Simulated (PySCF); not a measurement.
Job for PySCF: D3(BJ) and D4 dispersion corrections on GeH5N (SMILES [NH2][GeH3]), a point of a torsion scan.

```python
from pyscf import gto
from pyscf.dispersion import dftd3, dftd4

mol = gto.M(
    atom='''
    N     1.07945133   -0.13630032    0.20919413
    Ge   -0.69202229    0.12485046   -0.01017762
    H     1.68102036    0.66856468    0.11116049
    H     1.50231069   -0.91891051   -0.26829768
    H    -1.15658031    0.19653001   -1.44215600
    H    -1.36719971   -1.03506857    0.64251579
    H    -1.01345695    1.40073600    0.68856856
    ''',
    basis='def2-svp',
    charge=0, spin=0, verbose=0, max_memory=1800)
d3, d4 = {}, {}
for xc in ['hf', 'pbe', 'blyp', 'revpbe', 'tpss', 'r2scan', 'b3lyp', 'pbe0', 'bhlyp', 'camb3lyp', 'b2plyp']:
    d3[xc] = float(dftd3.DFTD3Dispersion(mol, xc=xc, version='d3bj', atm=False).get_dispersion()['energy'])
    print(f'D3(BJ) {xc:10s} {d3[xc]:14.8f} Eh')
for xc in ['hf', 'pbe', 'blyp', 'revpbe', 'tpss', 'r2scan', 'b3lyp', 'pbe0', 'bhlyp', 'camb3lyp', 'b2plyp']:
    d4[xc] = float(dftd4.DFTD4Dispersion(mol, xc={'camb3lyp': 'cam-b3lyp'}.get(xc, xc), atm=True).get_dispersion()['energy'])
    print(f'D4     {xc:10s} {d4[xc]:14.8f} Eh')
```

Program output:

```
D3(BJ) hf            -0.03210310 Eh
D3(BJ) pbe           -0.00344414 Eh
D3(BJ) blyp          -0.00751490 Eh
D3(BJ) revpbe        -0.00880733 Eh
D3(BJ) tpss          -0.00432573 Eh
D3(BJ) r2scan        -0.00089374 Eh
D3(BJ) b3lyp         -0.00616282 Eh
D3(BJ) pbe0          -0.00295192 Eh
D3(BJ) bhlyp         -0.00495888 Eh
D3(BJ) camb3lyp      -0.00265369 Eh
D3(BJ) b2plyp        -0.00289071 Eh
D4     hf            -0.01220598 Eh
D4     pbe           -0.00318560 Eh
D4     blyp          -0.00720824 Eh
D4     revpbe        -0.01041886 Eh
D4     tpss          -0.00430556 Eh
D4     r2scan        -0.00072515 Eh
D4     b3lyp         -0.00517314 Eh
D4     pbe0          -0.00263445 Eh
D4     bhlyp         -0.00384451 Eh
D4     camb3lyp      -0.00263836 Eh
D4     b2plyp        -0.00218924 Eh
```

The run finished.

Cost: around 0.020 core-seconds (rough).
